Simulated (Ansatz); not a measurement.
Consider the isomerisation: `BC(F)[SiH2][SiH3]` → `BC(F)([SiH3])[SiH3]`.

Isolated molecules relaxed with PBE0-D4/def2-TZVP in Ansatz; ΔE leaves out vibrations. CBS: MP2 limit from def2 TZ/QZ plus the TZ coupled-cluster correction, frozen cores. Functionals use def2-TZVPP. B3LYP here is the variant with VWN-RPA as its local correlation; programs differ in this. Each species was taken in one conformer, which may not be the lowest.

CCSD(T)/CBS gives -7.2 kJ/mol.

Task: Another level gave -0.2 kJ/mol. Which?
A. PBE/def2-TZVPP
B. r2SCAN-D4/def2-TZVPP
C. B3LYP-D4/def2-TZVPP
D. PBE0-D4/def2-TZVPP

Result: B. r2SCAN-D4 -0.2, B3LYP-D4 -5.5, PBE 10.8, PBE0-D4 5.4 kJ/mol.

Largest T1 diagnostic among the species: 0.014.

From PBE to PBE0 (25 % exact exchange), in def2-TZVPP and without D4, ΔE moves by −3.2 kJ/mol. The D4 term adds −4.6 kJ/mol with B3LYP and −2.2 kJ/mol with PBE0; it sums over pairs of atoms, weighted by their polarisabilities, and B3LYP, whose exchange is more repulsive, gets the larger term.
